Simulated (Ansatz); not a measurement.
C$_{2}$H$_{7}$FOSi, SMILES `CO[SiH](C)F`, relaxed with RKS PBE0-D4/def2-TZVP in Ansatz 0.2.0 from a PBE-D4/def2-SVP geometry. The force threshold is 0.005 eV/Å; the program also tests the step.

Total charge 0; spin multiplicity 1.

Start:

```xyz
12

C     0.971    1.800   -0.665
O     0.074    0.704   -0.639
Si    0.090   -0.493    0.521
C    -1.367   -1.603    0.190
F     1.481   -1.359    0.393
H     0.594    2.553   -1.387
H     1.064    2.295    0.330
H     1.989    1.488   -0.989
H     0.121    0.117    1.896
H    -1.341   -1.964   -0.858
H    -2.318   -1.055    0.344
H    -1.358   -2.483    0.864
```

**Question.** By how much does the energy fall, and how many steps does the optimiser take? (Estimate.)

**Answer.** The calculation gave: 2.12 kcal/mol, in 9 steps.

**Question.** Which bonds change most? (An estimate is asked.)

**Answer.** The calculation gave: Si3–F5 from 1.644 to 1.602 Å; O2–Si3 from 1.667 to 1.628 Å; C1–H7 from 1.115 to 1.096 Å; C1–H8 from 1.113 to 1.094 Å.

**Question.** Give the relaxed structure. (Estimate.)

**Answer.** Computed: 
```xyz
12

C     0.971    1.786   -0.653
O     0.081    0.692   -0.629
Si    0.087   -0.481    0.500
C    -1.351   -1.590    0.184
F     1.444   -1.327    0.394
H     0.555    2.553   -1.309
H     1.107    2.219    0.345
H     1.949    1.486   -1.041
H     0.109    0.125    1.856
H    -1.299   -2.005   -0.825
H    -2.289   -1.039    0.280
H    -1.364   -2.418    0.896
```
